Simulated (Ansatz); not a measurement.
SnHMe2(NMeEt) (C5H15NSn), relaxed as a singlet with RKS PBE-D4/def2-SVP in Ansatz, starting from the GFN2-xTB geometry. Force threshold 0.02 eV/Å.

In the def2 sets Sn takes a core potential; there is no spin–orbit coupling. Another isomer (singlet) lies 0.41 eV lower at PBE0-D4/def2-TZVP; other spin states weren't run for this one.

Start:

Cartesian coordinates in Å:
```
C 0.0305 -2.9708 0.5859
C 0.0782 -0.9354 -2.4010
C -1.5175 0.5021 0.9704
C 0.6207 1.5992 1.1181
C 0.5056 2.5730 -0.0511
N -0.0831 0.3503 0.9686
Sn 0.6893 -1.0922 -0.2892
H 2.3656 -0.8916 -0.1025
H -1.0162 -3.1445 0.3611
H 0.1591 -2.9447 1.6614
H 0.6107 -3.7919 0.1819
H 0.3950 -1.8202 -2.9387
H 0.5116 -0.0613 -2.8732
H -1.0038 -0.8635 -2.4482
H -1.8168 1.0384 1.8734
H -1.9082 1.0507 0.1052
H -1.9854 -0.4812 0.9915
H 0.2425 2.0810 2.0270
H 1.6753 1.3631 1.2811
H 1.0965 3.4628 0.1488
H 0.8775 2.1045 -0.9615
H -0.5269 2.8721 -0.2091
```

| step | energy (eV) | largest force component (eV/Å) | SCF passes |
| --- | --- | --- | --- |
| 1 | -12736.0962 | 0.799 | 22 |
| 2 | -12736.2472 | 0.404 | 20 |
| 3 | -12736.2686 | 0.253 | 20 |
| 4 | -12736.2706 | 0.257 | 19 |
| 5 | -12736.2776 | 0.031 | 20 |
| 6 | -12736.2783 | 0.010 | 21 |
| 7 | -12736.2789 | 0.019 | 21 |
| 8 | -12736.2799 | 0.041 | 20 |
| 9 | -12736.2803 | 0.039 | 20 |
| 10 | -12736.2807 | 0.017 | 20 |

Force components are those of the run's own axes.

End:

```xyz
22

C    -0.122   -2.983    0.518
C     0.239   -0.893   -2.349
C    -1.477    0.432    1.128
C     0.650    1.640    1.025
C     0.424    2.596   -0.159
N    -0.039    0.361    0.971
Sn    0.737   -1.141   -0.239
H     2.451   -1.034    0.022
H    -1.199   -3.034    0.265
H    -0.004   -3.021    1.618
H     0.391   -3.855    0.068
H     0.631   -1.747   -2.936
H     0.680    0.045   -2.737
H    -0.861   -0.851   -2.468
H    -1.737    0.979    2.067
H    -2.036    0.944    0.300
H    -1.912   -0.587    1.224
H     0.345    2.160    1.966
H     1.742    1.448    1.130
H     0.951    3.560   -0.004
H     0.799    2.156   -1.109
H    -0.653    2.825   -0.301
```

By distances, no bond broke or formed. The bond that changes most is Sn7–H8, from 1.70 to 1.74 Å (atoms count from 1).

The force fell under the threshold at step 6, but the optimiser went on and released 0.002 eV more. No frequencies were taken in this run, so the end may be a saddle point.

Run time 15 s (4 threads of Intel Xeon 6975P-C on a shared host).
